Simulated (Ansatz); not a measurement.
`C[CH](C)[Mg][Cl]` + HBr → `[Cl][Mg][Br]` + `CCC` at 700 K and 1 bar (ligand exchange at a Mg–C bond).

Computed with Ansatz on PBE0-D4/def2-TZVP structures; ΔE is electronic, products minus reactants. CCSD(T)/CBS is the MP2 limit (def2-TZVPP, def2-QZVPP) plus CCSD(T) − MP2 in def2-TZVPP, frozen cores. For Br, Mg outer-core shells are correlated without core-valence functions, which leaves a few kJ/mol of doubt a bond. Scalar relativity is left out up to krypton. Each species was taken in one conformer, which may not be the lowest.

```csv
species,CCSD(T)/CBS energy (Eh),H − E (kJ/mol),S (J/(mol·K))
`C[CH](C)[Mg][Cl]`,-778.11446,327.2,488.6
HBr,-2573.91920,36.5,223.7
`[Cl][Mg][Br]`,-3233.14611,44.5,340.2
`CCC`,-118.98051,329.4,356.3
```

H − E and S are ideal-gas, rigid-rotor, harmonic terms from PBE0-D4/def2-TZVP, for one conformer and one mirror image of each species. 1 Eh = 2625.50 kJ/mol, R = 8.31446 J/(mol·K).

Question: By hand: ΔE, ΔH, ΔS and ΔG.

Answer: ΔE = (-3233.14611) + (-118.98051) − (-778.11446) − (-2573.91920) = -0.09296 Eh = -244.1 kJ/mol. Δ(H − E) = 44.5 + 329.4 − 327.2 − 36.5 = 10.2, so ΔH = -233.9 kJ/mol. ΔS = 340.2 + 356.3 − 488.6 − 223.7 = -15.8 J/(mol·K). ΔG = -233.9 − 700 × (-15.8)/1000 = -222.8 kJ/mol.

Question: By hand: the equilibrium constant, and the temperature at which ΔG would vanish if ΔH and ΔS stayed fixed.

Answer: log₁₀ K = −ΔG/(RT ln 10) = 16.6. ΔG = 0 at ΔH/ΔS = 14804 K, far beyond where these terms or the molecules hold.

ΔH outweighs TΔS. A doubt of 5 kJ/mol in ΔE shifts log₁₀ K by 0.4 here. Other conformers and mirror images would add mixing entropy, several J/(mol·K) or more a flexible species. Modes under 60 cm⁻¹, often nearly free rotors, make the harmonic entropy too high. These are equilibria of isolated gas molecules and say nothing of rates. Largest T1 diagnostic: 0.008 (customary marks: 0.02 for closed shells, 0.045 for open ones).
